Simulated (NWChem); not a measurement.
Species: C$_{2}$H$_{3}$F$_{2}$, doublet; SMILES C[C](F)F

Results from NWChem. Spin-unrestricted. In the optimisation the excess spin sits in a' (Cs, its own frame). Coordinates come from a PBE0/def2-SVP, spin-unrestricted optimisation. No stability test was run on the SCF state.

Q: Taking TPSS/def2-TZVPP as the yardstick, which of these has the fewest basis functions while keeping “highest occupied level (eV)” within 0.2 eV of it: TPSS/def2-SVPD; TPSS/def2-TZVP; TPSS/def2-SVP?

A: TPSS/def2-SVPD.
| level | basis functions | highest occupied level (eV) | relative time (rough) |
|---|---|---|---|
| TPSS/def2-SVP | 71 | -4.64 | 1 |
| TPSS/def2-SVPD | 110 | -5.04 | 2 |
| TPSS/def2-TZVP | 142 | -4.89 | 6 |
| TPSS/def2-TZVPP | 166 | -4.90 | 6 |

The yardstick is one finite set, not the basis-set limit.
